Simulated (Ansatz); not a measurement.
Ansatz (a quantum-chemistry and plane-wave program) input:

Ansatz 0.2 input:
```yaml
crystal:
  periodic: [false, false, false]
  atoms:
    - {symbol: C, position_ang: [-1.97591255, -1.19222496, 0.06298521]}
    - {symbol: C, position_ang: [-0.93317131, -0.41700649, 0.76953723]}
    - {symbol: C, position_ang: [0.00569967, 0.51175054, 0.08392254]}
    - {symbol: C, position_ang: [0.82279267, 1.28222525, 1.12561860]}
    - {symbol: C, position_ang: [-0.78025323, 1.52968776, -0.76966007]}
    - {symbol: C, position_ang: [0.95341055, -0.25985699, -0.87159884]}
    - {symbol: C, position_ang: [1.74147830, -1.36969031, -0.18707822]}
    - {symbol: H, position_ang: [-2.13937908, -2.15385715, 0.55186992]}
    - {symbol: H, position_ang: [-2.94109363, -0.66836853, 0.07217002]}
    - {symbol: H, position_ang: [-1.71207973, -1.36774286, -0.97815026]}
    - {symbol: H, position_ang: [-0.92648751, -0.45538438, 1.84560687]}
    - {symbol: H, position_ang: [0.16706071, 1.91003900, 1.72514329]}
    - {symbol: H, position_ang: [1.55793445, 1.92017193, 0.63979523]}
    - {symbol: H, position_ang: [1.34225181, 0.60070447, 1.79355535]}
    - {symbol: H, position_ang: [-0.09434669, 2.22350564, -1.25106960]}
    - {symbol: H, position_ang: [-1.35822363, 1.02634419, -1.53980263]}
    - {symbol: H, position_ang: [-1.46311347, 2.09750882, -0.14185733]}
    - {symbol: H, position_ang: [0.35583378, -0.69697051, -1.67381362]}
    - {symbol: H, position_ang: [1.64492949, 0.45181189, -1.32780913]}
    - {symbol: H, position_ang: [2.44611470, -0.96517615, 0.53451142]}
    - {symbol: H, position_ang: [1.06455443, -2.04506224, 0.33172817]}
    - {symbol: H, position_ang: [2.30320098, -1.93926445, -0.92467683]}
basis:
  gaussian:
    orbitals: def2-TZVP
hamiltonian:
  xc: b3lyp
  dispersion: d3bj
magnetization: {spin_polarized: true, initial_magnetization: 1}
relax: {f_tol: 0.002, max_steps: 150}
```

**Question.** What final total energy does it print?

**Answer.** -275.86754 Eh (B3LYP-D3(BJ)/def2-TZVP). The basis has 307 functions.

It need not be the lowest isomer of its formula.
